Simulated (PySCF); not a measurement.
C2B2O2. Atoms are numbered in the order given.

```xyz
6

O      0.0000     0.0000    -3.3271
C      0.0000     0.0000    -2.1775
B      0.0000     0.0000    -0.7317
B      0.0000     0.0000     0.7317
C      0.0000     0.0000     2.1775
O      0.0000     0.0000     3.3271
```

Coordinates come from a PBE0-D3(BJ)/def2-SVP optimisation.

Computed with PySCF with PBE/def2-TZVP.

Gas-phase values at a fixed geometry.

The total energy comes out as -276.06781 hartree and the point group is D∞h. The highest occupied level comes out as -5.97 eV and the lowest empty level is -4.24 eV. The orbital gap comes out as 1.73 eV and the dipole moment is 0.00 D. The quadrupole, principal values (traceless, Buckingham form, about the centre of nuclear charge) is -0.82, 0.41, 0.41 D·Å. The mean static polarisability is 78.2 bohr³ (11.60 Å³) and the polarisability, principal values is 34.8, 34.8, 165.2 bohr³.
